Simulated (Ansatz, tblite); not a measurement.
Cost and result up the ladder for Al(AsH3)H3 (AlAsH6) (8 atoms). Total charge 0; singlet. Geometry: r2SCAN-D4/def2-TZVP.

```xyz
8

Al    0.666   -0.076   -1.367
As   -0.478    0.056    0.982
H    -1.979   -0.006    1.095
H    -0.277    1.266    1.857
H    -0.171   -0.983    2.030
H    -0.063    1.195   -1.999
H     0.134   -1.532   -1.747
H     2.168    0.080   -0.852
```

Ansatz on 4 threads of Intel Xeon on a shared host; xTB runs through tblite on one thread. Times are rough, summed over both states, and most runs start from the orbitals of an earlier one. CCSD(T)/def2-TZVPP serves as the yardstick here, not as an exact answer. The other state is a doublet.

The xTB rows come from tblite. Correlated methods freeze 14 core orbitals; core or outer-core shells of As are correlated, in sets that lack core-valence functions. In CCSD on the charge 1 doublet the largest single amplitude is 0.16, so its Hartree–Fock determinant may place the open shell otherwise than the density functionals do. HOMO above LUMO, or a gap near zero within one spin, warns that the state may not be the lowest or that an electron is smeared out.

Run but left out: PBE-D4/def2-TZVP (charge +1 doublet: an occupied level 0.10 eV above an empty one).

Correlated methods converge slowly with the basis.

Raw xTB energies of ions are shifted by several eV.

```csv
level,functions,wall time
GFN2-xTB,24,0.019 s
GFN1-xTB,30,0.025 s
r2SCAN-D4/def2-TZVP,121,8.2 s
PBE0-D4/def2-TZVP,121,18 s
CCSD(T)/def2-TZVPP,174,2.2 min
```

Problem. Estimate what each level gives for the vertical IE (eV).

Solution. 
```csv
level,vertical IE (eV),difference from CCSD(T)/def2-TZVPP (eV),remarks
GFN2-xTB,13.87,3.47,–
GFN1-xTB,14.74,4.34,–
r2SCAN-D4/def2-TZVP,9.94,-0.46,gap within one spin near zero (+1 doublet)
PBE0-D4/def2-TZVP,10.10,-0.30,–
CCSD(T)/def2-TZVPP,10.40,0.00,–
```
